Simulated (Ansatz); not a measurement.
`O=COC[SiH2]S` + `C=CCl` → `C=C(Cl)[SiH2]S` + `COC=O`  (formal exchange of groups at the Si–C bond)

Program: Ansatz. Geometries: PBE0-D4/def2-TZVP. ΔE: electronic, gas phase. CCSD(T)/CBS is the MP2 limit (def2-TZVPP, def2-QZVPP) plus CCSD(T) − MP2 in def2-TZVPP, frozen cores. This one scheme is used for every species. Functionals use def2-TZVPP. B3LYP here is the variant with VWN-RPA as its local correlation; programs differ in this. Each species was taken in one conformer, which may not be the lowest.

```csv
level,ΔE (kJ/mol),difference from CCSD(T)/CBS
r2SCAN-D4,-24.8,1.5
B3LYP-D4,-25.8,0.5
ωB97X-V,-24.0,2.3
B2PLYP,-25.5,0.8
r2SCAN,-24.5,1.8
PBE0,-23.2,3.1
B3LYP,-22.6,3.7
MP2/def2-TZVPP,-30.3,-4.0
SCS-MP2/def2-TZVPP,-29.2,-2.9
CCSD/def2-TZVPP,-25.2,1.1
CCSD(T)/def2-TZVPP,-25.9,0.4
HF/def2-QZVPP,-27.0,-0.7
MP2/def2-QZVPP,-30.5,-4.2
SCS-MP2/def2-QZVPP,-29.3,-3.0
HF/CBS(def2),-27.0,-0.7
CCSD/CBS(def2),-25.6,0.7
CCSD(T)/CBS,-26.3,0
```

Largest T1 diagnostic among the species: 0.015.

The D4 term adds −3.2 kJ/mol with B3LYP and −1.6 kJ/mol with PBE0; it sums over pairs of atoms, weighted by their polarisabilities, and B3LYP, whose exchange is more repulsive, gets the larger term.
